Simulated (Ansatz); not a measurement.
# Molecular dynamics, step by step

NH₃Br (SMILES [Br-].N) (charge -1), singlet, PBE0-D4/def2-SVP (Ansatz 0.2.0). Settings (timestep in fs, temperature in K, friction in 1/fs; T counts 15 degrees of freedom, while the starting velocities carry no drift of the centre of mass, so T starts below the set value):

```yaml
hamiltonian: {xc: pbe0, dispersion: d4}
md: {n_steps: 40, timestep: 0.5, temperature: 300, ensemble: nvt_langevin, seed: 452, friction: 0.01, initial_velocities: maxwell_boltzmann}
```

Start (the SMILES describes the start alone):

```xyz
5
angstrom
Br -0.1348 0.1227 -2.7023
N -0.1506 0.1459 0.8560
H -0.2733 -0.8513 1.0026
H -0.2817 0.2689 -0.1563
H 0.8404 0.3137 1.0000
```

| step | time (fs) | potential energy less the start (meV) | kinetic energy (meV) | T (K) |
| --- | --- | --- | --- | --- |
| 0 | 0.00 | 0.0 | 155.1 | 240 |
| 2 | 1.00 | 30.7 | 143.7 | 222 |
| 4 | 2.00 | 58.3 | 111.5 | 173 |
| 6 | 3.00 | 44.0 | 130.1 | 201 |
| 8 | 4.00 | 26.9 | 168.1 | 260 |
| 10 | 5.00 | 47.8 | 151.5 | 234 |
| 12 | 6.00 | 89.5 | 104.4 | 161 |
| 14 | 7.00 | 92.3 | 101.3 | 157 |
| 16 | 8.00 | 44.9 | 143.7 | 222 |
| 18 | 9.00 | -2.3 | 218.4 | 338 |
| 20 | 10.00 | 16.8 | 199.6 | 309 |
| 22 | 11.00 | 85.5 | 156.5 | 242 |
| 24 | 12.00 | 115.0 | 121.1 | 187 |
| 26 | 13.00 | 82.5 | 138.8 | 215 |
| 28 | 14.00 | 62.6 | 155.1 | 240 |
| 30 | 15.00 | 102.0 | 140.5 | 217 |
| 32 | 16.00 | 156.6 | 92.3 | 143 |
| 34 | 17.00 | 150.9 | 111.6 | 173 |
| 36 | 18.00 | 81.3 | 166.2 | 257 |
| 38 | 19.00 | 12.1 | 235.8 | 365 |
| 40 | 20.00 | 15.4 | 253.6 | 392 |

Step 18, positions (Å) and forces (eV/Å):

```tsv
atom	x	y	z	Fx	Fy	Fz
Br1	-0.134	0.120	-2.703	0.011	-0.005	0.118
N2	-0.169	0.121	0.867	0.217	-0.321	-0.846
H3	-0.073	-0.910	0.850	-0.038	0.389	0.089
H4	-0.387	0.279	-0.151	-0.119	-0.021	0.465
H5	0.816	0.414	0.843	-0.071	-0.043	0.175
```

Step 34, positions (Å) and forces (eV/Å):

```csv
atom,x,y,z,Fx,Fy,Fz
Br1,-0.130,0.115,-2.698,-0.025,0.026,0.107
N2,-0.190,0.103,0.859,1.910,-0.355,-1.359
H3,0.111,-0.913,0.767,-0.942,1.195,-0.174
H4,-0.558,0.342,-0.135,0.814,-0.719,1.374
H5,0.812,0.486,0.783,-1.756,-0.146,0.051
```

Step 36, positions (Å) and forces (eV/Å):

```csv
atom,x,y,z,Fx,Fy,Fz
Br1,-0.130,0.114,-2.697,-0.027,0.022,0.102
N2,-0.190,0.099,0.857,1.210,-0.051,-1.137
H3,0.103,-0.900,0.749,-0.697,0.684,-0.149
H4,-0.579,0.336,-0.119,0.783,-0.591,1.184
H5,0.786,0.502,0.781,-1.270,-0.064,0.000
```

Last step (40):

```json
{"atom": "Br1", "x (Å)": "-0.1293", "y (Å)": "0.1124", "z (Å)": "-2.6964"}
{"atom": "N2", "x (Å)": "-0.1851", "y (Å)": "0.0897", "z (Å)": "0.8515"}
{"atom": "H3", "x (Å)": "0.0780", "y (Å)": "-0.8660", "z (Å)": "0.7072"}
{"atom": "H4", "x (Å)": "-0.5934", "y (Å)": "0.3142", "z (Å)": "-0.0605"}
{"atom": "H5", "x (Å)": "0.7067", "y (Å)": "0.5380", "z (Å)": "0.7688"}
```

The run took about 29 s on 2 CPU threads of an Arm Neoverse V1 (shared host).
